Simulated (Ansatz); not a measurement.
Frontier orbitals of C3H7B (`BC(=C)C`).

```xyz
11

B     1.515    0.400   -0.074
C     0.058   -0.064    0.113
C    -0.211   -0.838    1.176
C    -1.021    0.335   -0.852
H     1.835    1.100   -0.992
H     2.346    0.055    0.716
H    -1.212   -1.209    1.391
H     0.573   -1.124    1.869
H    -1.099    1.424   -0.918
H    -0.787   -0.017   -1.861
H    -1.998   -0.062   -0.570
```

The species carries charge 0 and has multiplicity 1. Geometry: relaxed with PBE0-D4/def2-TZVP. Basis def2-TZVPP, Ansatz.

Orbital energies of one run (eV). Highest occupied ones, from the top: -7.93, -9.00, -9.15, -10.36, -11.67, -11.88, -12.43, -13.85, -15.98, -19.39, -22.31, -184.33, -278.01, -278.16. Empty: -1.94, 0.93, 1.40, 2.41, 2.51, 2.75.

Question: Which functional gave them?
A. r2SCAN
B. BHLYP
C. ωB97X-V
D. PBE0

Answer: D. HOMO energies: PBE0 -7.93, ωB97X-V -10.20, r2SCAN -7.06, BHLYP -8.79 eV.
